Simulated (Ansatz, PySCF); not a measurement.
Gas-phase reaction (SMILES): C=CCB(O)O [prop-2-enylboronic acid] + Cl (HCl) → OB(O)Cl [chloroboronic acid] + C=CC; hydrogen chloride cleaves one B-C bond, a model of a ligand-exchange step.

Each molecule is optimised on its own at B3LYP-D3(BJ)/def2-TZVP (Ansatz, a first-principles code), one conformer each, not searched for the lowest. Cores are frozen in the correlated levels unless marked. Spin-orbit coupling is left out. No relativistic terms. Basis-set limits of correlation are two-point, X^-3; Hartree-Fock from the larger set. [CCSD(T)-MP2]/basis is that difference in the basis named. Thermal terms are rigid-rotor harmonic-oscillator values from B3LYP-D3(BJ) frequencies (Ansatz or PySCF) at 298.15 K and 1 atm. 1 Eh = 627.5095 kcal/mol.

```csv
species,"E, RI-MP2/CBS(aug-cc-pV(T+d)Z,aug-cc-pV(Q+d)Z)+[CCSD(T)-MP2]/aug-cc-pV(T+d)Z (Ansatz) (Eh)","E, PBE0-D4/def2-TZVPD (Ansatz + dftd4) (Eh)",H - E (Eh)
C=CCB(O)O,-293.60804,-293.70590,0.11227
Cl (HCl),-460.37874,-460.66608,0.01000
OB(O)Cl,-636.27023,-636.60054,0.04002
C=CC,-117.74462,-117.80020,0.08449
```

**Question.** Work out ΔE and ΔH at 298.15 K at the first level, then ΔH at the second.

**Answer.** 
1. ΔE = [(-636.27023) + (-117.74462)] - [(-293.60804) + (-460.37874)] = -0.02807 Eh = -17.6 kcal/mol at RI-MP2/CBS(aug-cc-pV(T+d)Z,aug-cc-pV(Q+d)Z)+[CCSD(T)-MP2]/aug-cc-pV(T+d)Z.
2. The terms H - E add up to 0.00224 Eh, so ΔH = (-0.02807 + (0.00224))×627.5095 = -16.2 kcal/mol.
3. At PBE0-D4/def2-TZVPD the same steps give ΔE = -18.0 and ΔH = -16.6 kcal/mol, a shift of -0.4 from the first level.
4. These values are not checked against measurement here, since the tables used lack a sound gas-phase enthalpy of formation for at least one species.
